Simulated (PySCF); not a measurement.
## Bromine: a sound run and one with changed settings

Sound run: Br [Ar] 3d10 4s2 4p5, Br⁺ [Ar] 3d10 4s2 4p4. All numbers are calculated (PySCF 2.14, the spin-free X2C one-electron Hamiltonian (Gaussian nucleus), in x2c-SVPall). The sound run starts from symmetry-adapted Hartree-Fock orbitals and uses a fine grid where one is needed.

Changed run: initial guess 1e, at most 2 SCF cycles. This setting is unsound on purpose.

```tsv
species	method	sound run (hartree)	changed run (hartree)	converged
Br	UHF	-2603.95704	-2602.54600	no
Br	PBE0	-2605.46054	-2599.56926	no
Br	BP86	-2606.08332	-2598.50703	no
Br⁺	UHF	-2603.56151	-2602.68606	no
Br⁺	PBE0	-2605.02712	-2600.75986	no
Br⁺	BP86	-2605.64512	-2599.75793	no
```

The SCF was stopped early; the energies are upper bounds that still move, and correlated levels were skipped or rest on poor orbitals.
